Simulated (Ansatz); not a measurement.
Start from `N[SiH](Br)CO` and change one element to get `N[SiH](F)CO`.

Ansatz, PBE0-D4/def2-TZVP geometries, multiplicity 1. Each molecule was computed in one conformer, which needn't be the lowest.

Scalar relativity is left out up to krypton.

| property | `N[SiH](Br)CO` |
| --- | --- |
| HOMO energy (ωB97M-V/def2-TZVPP) / eV | -9.95 |
| LUMO energy (B3LYP/def2-TZVPP) / eV | -0.01 |
| HOMO–LUMO gap (B3LYP/def2-TZVPP) / eV | 7.39 |
| HOMO energy (PBE0/def2-TZVPP) / eV | -7.62 |
| LUMO energy (ωB97M-V/def2-TZVPP) / eV | 1.86 |
| size of the dipole moment (ωB97M-V/def2-TZVPP) / D | 1.45 |

Problem. What does the change do to each property? (Best estimate.)

Solution. Ansatz gave: 
| property | `N[SiH](F)CO` | shift |
| --- | --- | --- |
| HOMO energy (ωB97M-V/def2-TZVPP) / eV | -10.29 | -0.34 |
| LUMO energy (B3LYP/def2-TZVPP) / eV | 0.13 | 0.14 |
| HOMO–LUMO gap (B3LYP/def2-TZVPP) / eV | 7.71 | 0.32 |
| HOMO energy (PBE0/def2-TZVPP) / eV | -7.84 | -0.22 |
| LUMO energy (ωB97M-V/def2-TZVPP) / eV | 2.00 | 0.14 |
| size of the dipole moment (ωB97M-V/def2-TZVPP) / D | 1.99 | 0.54 |

With PBE0 the HOMO falls by 0.22 eV and the LUMO rises by 0.21 eV, so the gap widens by about 0.43 eV. PBE moves the HOMO by -0.24 eV and ωB97M-V by -0.34 eV. Dipoles are sizes alone; their direction can turn.

B3LYP here is the variant with VWN-RPA as its local correlation; programs differ in this.

Spin–orbit coupling is left out; it splits and shifts lone-pair levels of the heavy atoms by tenths of an eV.
